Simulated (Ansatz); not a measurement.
Isolated molecules relaxed with PBE0-D4/def2-TZVP in Ansatz; ΔE leaves out vibrations. CCSD(T)/CBS adds triple-zeta CCSD(T) − MP2 to the extrapolated MP2 energy (def2 sets, frozen cores). This one scheme is used for every species. Elements past krypton have def2 core potentials. For Te outer-core shells are correlated without core-valence functions, which leaves a few kJ/mol of doubt a bond. One conformer a species, not always the lowest.

`OB(O)[SiH2]F` + `CC(C)[TeH]` → `CC(C)[Te]B(O)O` + `F[SiH3]`  (cleavage of the B–Si bond)

| species | CCSD(T)/CBS(def2) energy (Eh) |
| --- | --- |
| `OB(O)[SiH2]F` | -566.58098 |
| `CC(C)[TeH]` | -386.69819 |
| `CC(C)[Te]B(O)O` | -562.58332 |
| `F[SiH3]` | -390.72345 |

**Question.** Work out ΔE.

**Answer.** ΔE = (-562.58332) + (-390.72345) − (-566.58098) − (-386.69819) = -0.02760 Eh = -0.75 eV.

Largest T1 diagnostic among the species: 0.013.

Leaving LDA and LC-ωPBE aside and taking each functional with its dispersion term where it has one, the values, not all of them listed here, spread over 0.12 eV, from PBE-QIDH to PBE-D4. LDA lies −0.05 eV from PBE without D4. From PBE to PBE0 (25 % exact exchange), in def2-TZVPP and without D4, ΔE moves by −0.04 eV. In def2-TZVPP, CCSD(T) changes the Hartree–Fock value by −0.05 eV (the triples alone add −0.03 eV) and MP2 by −0.19 eV.
